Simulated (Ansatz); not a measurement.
KBi4⁻, relaxed as a singlet with RKS r2SCAN-D4/def2-SVPD in Ansatz, starting from the GFN1-xTB geometry. Force threshold 0.02 eV/Å.

In the def2 sets Bi takes a core potential; there is no spin–orbit coupling. The highest occupied level of the charge -1 singlet lies above zero (up to 0.08 eV). The electron is either unbound and held by the finite basis, or the level is raised by self-interaction error. The structure comes from a short search, and lower isomers may exist.

Start:

```xyz
5

K     0.715    0.238   -2.434
Bi   -0.207    0.030    2.575
Bi    2.136   -1.129    0.559
Bi   -0.486    2.434    0.232
Bi   -2.157   -1.574   -0.932
```

```json
{"step": "1", "energy (eV)": "-39696.9441", "largest force component (eV/Å)": "2.704", "SCF passes": "56"}
{"step": "2", "energy (eV)": "-39697.9159", "largest force component (eV/Å)": "1.867", "SCF passes": "35"}
{"step": "3", "energy (eV)": "-39698.6408", "largest force component (eV/Å)": "1.371", "SCF passes": "33"}
{"step": "4", "energy (eV)": "-39699.2000", "largest force component (eV/Å)": "1.563", "SCF passes": "33"}
{"step": "5", "energy (eV)": "-39699.8134", "largest force component (eV/Å)": "1.442", "SCF passes": "32"}
{"step": "6", "energy (eV)": "-39700.2923", "largest force component (eV/Å)": "0.785", "SCF passes": "31"}
{"step": "7", "energy (eV)": "-39700.4797", "largest force component (eV/Å)": "0.649", "SCF passes": "30"}
{"step": "8", "energy (eV)": "-39700.6045", "largest force component (eV/Å)": "0.238", "SCF passes": "30"}
{"step": "9", "energy (eV)": "-39700.7201", "largest force component (eV/Å)": "0.339", "SCF passes": "30"}
{"step": "10", "energy (eV)": "-39700.8911", "largest force component (eV/Å)": "0.437", "SCF passes": "31"}
{"step": "11", "energy (eV)": "-39701.0824", "largest force component (eV/Å)": "0.268", "SCF passes": "30"}
{"step": "12", "energy (eV)": "-39701.1437", "largest force component (eV/Å)": "0.300", "SCF passes": "29"}
{"step": "13", "energy (eV)": "-39701.1810", "largest force component (eV/Å)": "0.313", "SCF passes": "29"}
{"step": "14", "energy (eV)": "-39701.1913", "largest force component (eV/Å)": "0.099", "SCF passes": "24"}
{"step": "15", "energy (eV)": "-39701.1941", "largest force component (eV/Å)": "0.049", "SCF passes": "25"}
{"step": "16", "energy (eV)": "-39701.1943", "largest force component (eV/Å)": "0.013", "SCF passes": "26"}
```

Force components are those of the run's own axes.

End:

Cartesian coordinates in Å:
```
K 1.385 0.810 -1.979
Bi 0.131 0.354 1.945
Bi 1.431 -1.800 0.192
Bi -1.372 1.835 -0.282
Bi -1.575 -1.199 0.125
```

Bonds formed: K1–Bi2, Bi2–Bi5, Bi3–Bi5, Bi4–Bi5 (atoms count from 1). The end is the same structure that another start reached, the lowest one found.

No frequencies were taken in this run, so the end may be a saddle point.

Run time 1.7 min (4 threads of Arm Neoverse V2 on a shared host).
